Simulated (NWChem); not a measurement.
Species: MoH₂S₂O₂; SMILES [O]=[Mo](=[O])([SH])[SH]

```xyz
7

Mo     0.0000     0.0000     0.3218
O      0.0480    -1.3824     1.2569
O     -0.0480     1.3824     1.2569
S      1.9402    -0.0236    -0.9759
H      1.9067     1.3123    -1.1990
S     -1.9402     0.0236    -0.9759
H     -1.9067    -1.3123    -1.1990
```
Atoms are numbered in this order, from 1.

All runs: NWChem. The geometry was optimised at PBE0/def2-SVP. Not confirmed as a minimum by frequencies. def2 effective core potentials on Mo; no spin-orbit coupling.

**Question.** Predict the results for PBE0/def2-SVP. Quantities: highest occupied level (eV); orbital gap (eV); dipole (D).

**Answer.** 
```
Property                     Result
---------------------------  ------
highest occupied level (eV)   -8.04
orbital gap (eV)               4.85
dipole (D)                     2.36
```
